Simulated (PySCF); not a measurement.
Two species compared at the same levels of theory.

First species: C7H12NOP.
Geometry (GFN2-xTB, Å), atoms numbered from 1 in this order:
```xyz
22
C7H12NOP angstrom
C     -2.921    0.966   -0.011
C     -1.441    1.006    0.338
P     -0.546   -0.267   -0.648
C     -0.951   -1.910    0.057
O     -0.747   -0.168   -2.092
N      1.085   -0.037   -0.219
C      1.645   -0.061    1.031
C      2.982    0.173    0.916
C      3.258    0.348   -0.461
C      2.079    0.215   -1.129
H     -3.452    1.795    0.453
H     -3.042    1.032   -1.090
H     -3.373    0.035    0.328
H     -1.009    1.970    0.055
H     -1.278    0.854    1.405
H     -0.310   -2.640   -0.434
H     -0.801   -1.950    1.131
H     -1.986   -2.140   -0.183
H      1.046   -0.243    1.902
H      3.694    0.217    1.717
H      4.217    0.549   -0.895
H      1.843    0.274   -2.173
```

Second species: C3H15NOSi3.
Cartesian coordinates in Å at the GFN2-xTB level; atoms count from 1:
```xyz
23
C3H15NOSi3 angstrom
C     -2.822    1.640    1.010
O     -2.127    0.613    0.361
C     -1.395   -0.217    1.248
Si    -0.525   -1.518    0.142
N     -1.601   -2.374   -0.904
C      0.723   -0.613   -0.963
Si     2.207    0.184   -0.082
Si     3.664    1.082   -1.635
H     -3.366    2.192    0.245
H     -2.134    2.319    1.531
H     -3.533    1.236    1.744
H     -2.080   -0.679    1.973
H     -0.684    0.386    1.826
H      0.075   -2.540    1.008
H     -2.306   -2.961   -0.485
H     -2.018   -1.849   -1.658
H      1.091   -1.317   -1.709
H      0.193    0.164   -1.515
H      1.708    1.206    0.854
H      2.847   -0.838    0.763
H      3.048    2.109   -2.484
H      4.834    1.725   -1.028
H      4.198    0.076   -2.560
```

Levels: PBE0/pcSseg-1 for HOMO energy, LUMO energy and HOMO–LUMO gap. Geometries: GFN2-xTB. All species are isolated and taken at one optimised geometry, non-relativistic unless stated. Electronic properties by PySCF.

Dipoles, sizes and rotational constants follow the conformer. The torsions of the flexible species, by atom-mapped SMILES:
- `[CH3:1][CH2:2][P@@:3]([CH3:4])(=[O:5])[n:6]1[cH:7][cH:8][cH:9][cH:10]1`: C1–C2–P3–C4 -74°, C2–P3–N6–C7 56°

The conformers of `COC[Si@@H](N)C[SiH2][SiH3]` aren't listed.

| property | column X | column Y |
| --- | --- | --- |
| HOMO energy | -6.40 eV | -7.13 eV |
| LUMO energy | 0.53 eV | 0.21 eV |
| HOMO–LUMO gap | 6.93 eV | 7.34 eV |

Which column belongs to which species?

Column X is the first species and column Y the second. The first has 22 atoms and 84 electrons, the second 23 and 90.

How does each property change from the first species to the second?

HOMO energy -0.73 eV; LUMO energy -0.32 eV; HOMO–LUMO gap +0.41 eV.

